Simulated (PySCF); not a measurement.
A structure optimised at PBE-D3(BJ)/def2-SVP, used in a PySCF frequency run:

```
B
O 1 1.3685
N 1 1.4115 2 124.61
H 3 1.0180 1 121.77 2 180.00
H 3 1.0188 4 114.37 1 180.00
C 2 1.4124 1 120.64 3 0.00
H 6 1.1078 2 108.50 1 180.00
H 6 1.1145 7 108.01 2 -121.55
H 6 1.1145 7 108.01 8 -116.89
Cl 1 1.7893 2 116.40 6 180.00
```
Charge 0, spin multiplicity 1.

Problem. Write its SMILES, formula and point group.

Solution. COB(N)Cl, CH5BClNO, Cs

Problem. What are its rotational constants (standard atomic weights)?

Solution. 7.8000, 2.4176, 1.8680 GHz
